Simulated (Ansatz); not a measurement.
Reaction (cleavage of the Si–In bond): `[SiH3][SiH2][InH2]` + `N[SiH2]F` → `F[SiH2]N[SiH2][SiH3]` + `[InH3]`

Isolated molecules relaxed with PBE0-D4/def2-TZVP in Ansatz; ΔE leaves out vibrations. CCSD(T)/CBS adds triple-zeta CCSD(T) − MP2 to the extrapolated MP2 energy (def2 sets, frozen cores). Functionals use def2-TZVPP. B3LYP here is the variant with VWN-RPA as its local correlation; programs differ in this. Elements past krypton have def2 core potentials. For In outer-core shells are correlated without core-valence functions, which leaves a few kJ/mol of doubt a bond. Each species was taken in one conformer, which may not be the lowest.

```json
{"level": "ωB97X-V", "ΔE (kJ/mol)": "-9.3", "difference from CCSD(T)/CBS": "-6.5"}
{"level": "ωB97M-V", "ΔE (kJ/mol)": "-9.3", "difference from CCSD(T)/CBS": "-6.5"}
{"level": "PBE0", "ΔE (kJ/mol)": "6.5", "difference from CCSD(T)/CBS": "9.3"}
{"level": "B3LYP", "ΔE (kJ/mol)": "-2.5", "difference from CCSD(T)/CBS": "0.3"}
{"level": "HF/def2-TZVPP", "ΔE (kJ/mol)": "-20.4", "difference from CCSD(T)/CBS": "-17.6"}
{"level": "MP2/def2-TZVPP", "ΔE (kJ/mol)": "-5.9", "difference from CCSD(T)/CBS": "-3.1"}
{"level": "CCSD(T)/def2-TZVPP", "ΔE (kJ/mol)": "-6.3", "difference from CCSD(T)/CBS": "-3.5"}
{"level": "HF/def2-QZVPP", "ΔE (kJ/mol)": "-21.7", "difference from CCSD(T)/CBS": "-18.9"}
{"level": "MP2/def2-QZVPP", "ΔE (kJ/mol)": "-4.4", "difference from CCSD(T)/CBS": "-1.6"}
{"level": "CCSD/CBS(def2)", "ΔE (kJ/mol)": "-4.3", "difference from CCSD(T)/CBS": "-1.5"}
{"level": "CCSD(T)/CBS", "ΔE (kJ/mol)": "-2.8", "difference from CCSD(T)/CBS": "0"}
```

Largest T1 diagnostic among the species: 0.014.

In def2-TZVPP, CCSD(T) changes the Hartree–Fock value by +14.1 kJ/mol (the triples alone add +1.5 kJ/mol) and MP2 by +14.5 kJ/mol. From PBE to PBE0 (25 % exact exchange), in def2-TZVPP and without D4, ΔE moves by −4.7 kJ/mol. The D4 term adds −5.4 kJ/mol with B3LYP and −3.1 kJ/mol with PBE0; it sums over pairs of atoms, weighted by their polarisabilities, and B3LYP, whose exchange is more repulsive, gets the larger term.
